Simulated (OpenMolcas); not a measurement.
neutral neodymium.

```yaml
Program: OpenMolcas 26.06
Basis: ANO-RCC-VQZP [9s8p6d4f3g2h]
Scalar_Hamiltonian: DKH2, point nucleus
Active_space: 4 electrons in 7 orbitals (4f)
State_averaging: 2S+1 = 5 even, 35 roots; 2S+1 = 3 even, 210 roots (117 in the spin-orbit step); 2S+1 = 1 even, 196 roots (75 in the spin-orbit step)
Spin-orbit_coupling: RASSI with atomic mean-field integrals over the reference wave functions, term energies averaged over their components
```

Two sets of levels on these reference wave functions, in cm⁻¹ above 4f⁴ 6s² ⁵I₄: one from CASSCF and one from MS-CASPT2, IPEA 0.25 Eh, imaginary shift 0.1 Eh (closed shells correlated: 5s 5p 6s).

```csv
Level,Set 1,Set 2
4f⁴ 6s² ⁵I₄,0.0,0.0
4f⁴ 6s² ⁵I₅,1187,1228
4f⁴ 6s² ⁵I₆,2520,2580
4f⁴ 6s² ⁵I₇,3970,4010
4f⁴ 6s² ⁵I₈,5500,5490
4f⁴ 6s² ⁵F₁,14380,11540
4f⁴ 6s² ⁵F₂,14790,11920
4f⁴ 6s² ⁵F₃,15480,12630
4f⁴ 6s² ⁵S₂,16080,14270
4f⁴ 6s² ⁵F₄,16320,13410
4f⁴ 6s² ³K₆,17370,13990
4f⁴ 6s² ⁵F₅,17420,14540
4f⁴ 6s² ³K₇,18540,15200
4f⁴ 6s² ³K₈,19940,16590
4f⁴ 6s² ³H₄(1) [64 %],20220,15640
4f⁴ 6s² ⁵G₂,21410,18000
```

Problem. Which set is which?

Solution. Set 2 is MS-CASPT2. Its levels of the other terms of 4f⁴ 6s² lie at 0.77 to 0.89 of the other set's values, as expected, since terms of lower spin or lower L gain more correlation energy than the Hund ground term. Against 9 measured levels (NIST Handbook of Basic Atomic Spectroscopic Data) the mean absolute deviation is 960 cm-1 with it and 2500 cm-1 without; single levels miss by up to 1600 cm-1 with it.

Term energies are means over components that CASPT2 splits; among the terms shown or strongly mixed into the levels shown the widest spread is 1700 cm-1 (4f⁴ 6s² ⁵I, MS-CASPT2). High states are left out of the spin-orbit mixing, which shifts the levels that they would mix with. With the s shell closed, the reference lacks s² → p² mixing. Without dynamic correlation excited terms often stand tens of per cent too high (terms of higher spin than the ground term too low), and those without a measured partner can miss by more than the paired ones (holds for CASSCF). Blocks of more than 70 roots (2S+1 = 3 even, 1 even) ran without multistate coupling (holds for MS-CASPT2). Computed and measured levels are paired by configuration, term and J; levels that our copy of the source lacks, or whose pairing is in doubt (as where it misses far off the trend of its configuration), stay unpaired and out of the deviations. Only configurations of the active space appear. The table leaves out levels that lie high or whose names do not pair safely across all columns.

A share in square brackets marks a mixed level and gives the weight of the term that names it, the lowest over the columns. A number in round brackets counts repeated terms of one configuration in the order of the reference energies.
